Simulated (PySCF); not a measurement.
Dipole moment (D) of eight silicon and germanium compounds: PBE beside r2SCAN, computed with PySCF for isolated molecules in the bases named; differences from unrounded values. The eight are the first of their class met in an unordered collection, after screening for sound electronic states; none was chosen by its value, except that the dipole had to exceed 0.05 D. Each molecule has one DFT geometry for both levels.

```tsv
molecule	basis	r2SCAN	PBE	difference
C3H6F2Si, SMILES FC(F)=CC[SiH3]	def2-TZVP	1.21	1.15	-0.07
C₄H₉NSi, SMILES [Si@@H](NC)(C#C)C	def2-TZVP	0.97	1.00	0.03
B(SiH3)3 (BH9Si3), SMILES B([SiH3])([SiH3])[SiH3]	def2-TZVP	0.09	0.08	-0.02
C2H9N3Si, SMILES C/C=N/[SiH](N)N	def2-TZVP	0.83	0.71	-0.12
C2H7NSi2, SMILES [SiH3][C@H]1N=C[SiH2]1	def2-TZVP	1.68	1.59	-0.09
ClF₃H₂Si₂, SMILES F[Si](F)(F)[SiH2]Cl	def2-TZVP	1.94	1.90	-0.04
C4H10Si2, SMILES C=C1CC[Si@H]1[SiH3]	def2-TZVP	0.80	0.83	0.03
C2H6F2OSi, SMILES COC(F)(F)[SiH3]	def2-TZVP	1.15	1.12	-0.03
```

PBE lies below r2SCAN in 6 and above it in 2 of the eight; the mean signed difference is -0.04 and the largest -0.12 D.
